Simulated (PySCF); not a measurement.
C2H14Si4, SMILES C([SiH2][SiH2]C[SiH3])[SiH3]. Atoms are numbered in the order given.

```xyz
20

Si     3.6703     1.1331    -0.3706
C      2.3799    -0.0053     0.3918
Si     0.6286     0.2305    -0.2764
Si    -0.8614    -1.2684     0.7499
C     -2.5599    -1.2774    -0.0763
Si    -3.3750     0.4130    -0.2158
H      3.7472     0.9093    -1.8472
H      3.3056     2.5628    -0.1279
H      5.0238     0.8835     0.2168
H      2.6844    -1.0529     0.2257
H      2.3651     0.1539     1.4838
H      0.1849     1.6411    -0.0366
H      0.6162     0.0065    -1.7590
H     -1.0050    -0.8868     2.1926
H     -0.2573    -2.6409     0.7112
H     -2.4536    -1.6970    -1.0914
H     -3.2238    -1.9565     0.4856
H     -3.4572     1.0672     1.1266
H     -4.7570     0.3002    -0.7760
H     -2.5679     1.2921    -1.1173
```

Coordinates come from a PBE0-D3(BJ)/def2-SVP optimisation. The structure was generated by enumeration, and PubChem lists no compound with its InChIKey, so it may never have been made. One conformer was computed; it need not be the lowest.

Level of theory: PBE/pcSseg-1 (PySCF).

GIAO shieldings, no solvent; atoms listed in one row are averaged. δ = σ(ref) − σ: ²⁹Si against TMS (σ = 335.4 ppm); ¹³C against TMS (σ = 182.0 ppm); ¹H against TMS (σ = 31.49 ppm), references at their B3LYP-D3(BJ)/def2-TZVP geometries, non-relativistic.

Computed chemical shifts:
```
nucleus          atoms  count  δ (ppm)
-------  -------------  -----  -------
²⁹Si               Si4      1    -66.0
²⁹Si               Si1      1    -66.2
²⁹Si               Si3      1    -69.3
²⁹Si               Si6      1    -69.6
¹³C             C2, C5      2    -13.2
¹H                 H15      1     4.53
¹H                 H12      1     4.48
¹H          H7, H8, H9      3     4.41
¹H                 H14      1     4.37
¹H       H18, H19, H20      3     4.31
¹H                 H13      1     4.25
¹H                 H17      1     0.49
¹H                 H16      1     0.20
¹H                 H10      1     0.04
¹H                 H11      1     0.01
```
